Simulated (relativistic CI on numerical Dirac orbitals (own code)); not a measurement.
Hyperfine structure of Ge XV, mass number 73

Calculated at this level of theory: Dirac-Coulomb-Breit CI, orbitals from a KLI potential per configuration, QED by a radiative potential, unscaled Slater integrals (own radial code, finite nucleus).

Configurations in the expansion (outside the closed core [Ne]): 3s2 3p6, 3s2 3p5 3d, 3s 3p6 3d, 3s2 3p5 4s, 3s2 3p5 4p, 3s2 3p5 4d, 3s 3p6 4s, 3s2 3p5 4f, 3s 3p6 4p, 3p6 3d2, 3p5 3d3, 3p5 3d2 4s, 3p5 3d2 4p, 3p5 3d2 4d. Double excitations out of closed p, d and f shells are left out; levels of such configurations are missing from the list, as are those of other unlisted configurations, and high levels can miss mixing partners. These lack a partner that the ground configuration has and come out too high: 3s2 3p5 4f.

Nuclear spin I = 9/2, μ = -0.87824 μN, Q = -0.196 b (tables of Stone and Pyykkö). The electronic factors are computed for point nuclear moments, without core polarisation or the Bohr-Weisskopf and QED corrections.

| Level | E (eV) | A (MHz) | B (MHz) |
| --- | --- | --- | --- |
| 3s2 3p5 3d 3P°_1 | 73.6225 | -203.6 | -278 |
| 3s2 3p5 3d 3P°_2 | 75.5401 | 54.69 | -429 |
| 3s2 3p5 3d 3F°_4 | 76.8555 | -874.1 | 2680 |
| 3s2 3p5 3d 3F°_3 | 77.4927 | -1351 | 2870 |
| 3s2 3p5 3d 3F°_2 | 79.0478 | -1897 | 2070 |
| 3s2 3p5 3d 3D°_3 | 82.6900 | -770.5 | -1240 |
| 3s2 3p5 3d 3D°_1 | 84.7003 | 33.99 | -1060 |
| 3s2 3p5 3d 3D°_2 | 86.3026 | 492 | -2100 |

Levels with J = 0, under 50 % of one LS term, or S terms without an open s electron are left out. Small factors come from cancelling terms and can be off by tens of per cent or more.

At this charge energies of transitions that change n are usually good to better than 1 %, and those within a shell (Δn = 0) to a few per cent.

Task: Give the hyperfine levels of 3s2 3p5 3d 3F°_4 relative to its centre of gravity.

Result: With K = F(F + 1) − I(I + 1) − J(J + 1), E = AK/2 + B[¾K(K + 1) − I(I + 1)J(J + 1)]/[2I(2I − 1)J(2J − 1)]: F = 1/2: 20460, F = 3/2: 18890, F = 5/2: 16330, F = 7/2: 12830, F = 9/2: 8462, F = 11/2: 3348, F = 13/2: -2386, F = 15/2: -8582, F = 17/2: -15060 MHz.

LS names give the leading component of a level, which can be under half, so a name can repeat, a term be missing and a line seem to break the LS rules.
